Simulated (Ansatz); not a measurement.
CF3 (SMILES F[C-](F)F), charge -1, singlet, geometry from GFN2-xTB (a gas-phase anion, which may not be bound at this level); MP2/cc-pVTZ run with Ansatz (an electronic-structure program).

Input for Ansatz:
Ansatz 0.2 input:
```yaml
crystal:
  periodic: [false, false, false]
  atoms:
    - {symbol: C, position_ang: [0.01018319, -0.00657116, 0.53245374]}
    - {symbol: F, position_ang: [-0.01807559, 1.27792011, -0.10226750]}
    - {symbol: F, position_ang: [1.11097537, -0.62281319, -0.14731810]}
    - {symbol: F, position_ang: [-1.09968858, -0.65072614, -0.10538356]}
basis:
  gaussian:
    orbitals: cc-pVTZ
total_charge: -1
magnetization: {spin_polarized: false}
correlation: {method: mp2}
```

What the program printed (banner, timings and long lists left out):

```
Functional definition: HF
763 factors; integrals over basis functions are off by at most 5.0e-4 eV
mean field evaluation 1: about -9148.1189 eV, gradient 2.9e1 eV
mean field evaluation 2: about -9148.2738 eV, gradient 2.9e1 eV
mean field evaluation 4: about -9150.0732 eV, gradient 3.1e0 eV
mean field evaluation 8: about -9150.1252 eV, gradient 6.2e-2 eV
mean field -9150.12524045 eV, -336.2609004089 hartree, gradient 1.5e-6 eV, S^2 0.000000; 0 other end points of the search recorded, 0 dependent functions left out
4 core orbitals not correlated
reference -9150.12524045 eV, -336.2609004089 hartree; 13, 13 occupied and 103, 103 virtual orbitals, 763 factors
second order -25.04422043 eV of doubles, -0.00000000 eV of singles
Total energy: -9175.16946088 eV, -337.1812585340 hartree
```
